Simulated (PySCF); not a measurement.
## Stretching CuH

Set-up: Cu def2-TZVPP, H def2-TZVPP; no relativity (PySCF 2.14). Energies in eV from Cu (3d10 4s1) + H in their ground configurations at the same level. State: ¹Σ⁺ (singlet), closed shell.

All columns are PBE0. A positive dipole means Cu(−)H(+).

```tsv
R (Å)	E (eV)	μ (D)	Mulliken charge on Cu (basis-dependent)	HOMO (eV)	LUMO (eV)	Mayer bond order	⟨S²⟩
1.274	-2.185	-2.52	0.21	-6.63	-1.60	1.08	0.00
1.334	-2.391	-2.59	0.19	-6.63	-1.67	1.07	0.00
1.393	-2.510	-2.66	0.17	-6.64	-1.75	1.06	0.00
1.438	-2.553	-2.71	0.16	-6.64	-1.80	1.05	0.00
1.482	-2.566	-2.76	0.15	-6.65	-1.85	1.04	0.00
1.526	-2.554	-2.81	0.15	-6.65	-1.90	1.03	0.00
1.586	-2.506	-2.88	0.15	-6.66	-1.97	1.02	0.00
1.660	-2.408	-2.96	0.15	-6.67	-2.06	1.01	0.00
1.749	-2.251	-3.06	0.16	-6.67	-2.17	1.00	0.00
1.867	-2.003	-3.19	0.17	-6.66	-2.31	0.99	0.00
```

A fit through these points gives, at Re = 1.481 Å, μ = -2.76 D and dμ/dR = -1.13 D/Å; the reduced mass is 0.9919 u.

Problem. How strong is the fundamental in the double-harmonic approximation, I = 42.26·(dμ/dR)²/μred km/mol?

Solution. I = 42.26·(-1.13)²/0.9919 = 54.4 km/mol at PBE0.
